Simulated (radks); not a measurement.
Problem. Isoelectronic series with 15 electrons, all held in the configuration [Ne] 3s2 3p3, which need not be the ground one along the series. Calculated with a radial shooting solver on a logarithmic mesh with Libxc functionals: scalar-relativistic Kohn-Sham, r2SCAN, spin-unpolarised, spherical densities, finite nucleus; meta-GGA in the generalised Kohn-Sham scheme; Fermi nuclear charge, rms radius of each element as measured or else 0.836 A^(1/3) + 0.57 fm. Total energies (hartree) and mean radii <r> (bohr):

| ion | E (hartree) | 3p | 3s | 2p | 2s |
|---|---|---|---|---|---|
| P | -342.01826 | 2.362 | 1.914 | 0.4844 | 0.5175 |
| S+ | -398.73740 | 1.893 | 1.648 | 0.4416 | 0.4769 |
| Cl2+ | -460.11927 | 1.603 | 1.450 | 0.4056 | 0.4421 |
| Ar3+ | -526.15918 | 1.398 | 1.296 | 0.3751 | 0.4118 |
| K4+ | -596.85901 | 1.244 | 1.174 | 0.3488 | 0.3854 |
| Ca5+ | -672.22419 | 1.122 | 1.074 | 0.3259 | 0.3620 |
| Sc6+ | -752.26255 | 1.024 | 0.9896 | 0.3058 | 0.3413 |
| Ti7+ | -836.98366 | 0.9415 | 0.9183 | 0.2880 | 0.3227 |
| V8+ | -926.39848 | 0.8722 | 0.8568 | 0.2722 | 0.3060 |
| Mn10+ | -1119.35847 | 0.7610 | 0.7559 | 0.2452 | 0.2772 |
| Fe11+ | -1222.93096 | 0.7156 | 0.7140 | 0.2335 | 0.2646 |
| Co12+ | -1331.25146 | 0.6754 | 0.6766 | 0.2229 | 0.2532 |
| Ni13+ | -1444.33609 | 0.6396 | 0.6429 | 0.2133 | 0.2426 |
| Cu14+ | -1562.20107 | 0.6074 | 0.6123 | 0.2044 | 0.2329 |
| Zn15+ | -1684.86459 | 0.5783 | 0.5846 | 0.1962 | 0.2238 |
| Ga16+ | -1812.34483 | 0.5519 | 0.5592 | 0.1886 | 0.2155 |
| Ge17+ | -1944.66114 | 0.5279 | 0.5359 | 0.1816 | 0.2077 |

Estimate the row of Cr9+.

Solution. E (hartree) -1020.51903; 3p 0.8127; 3s 0.8031; 2p 0.2580; 2s 0.2909.
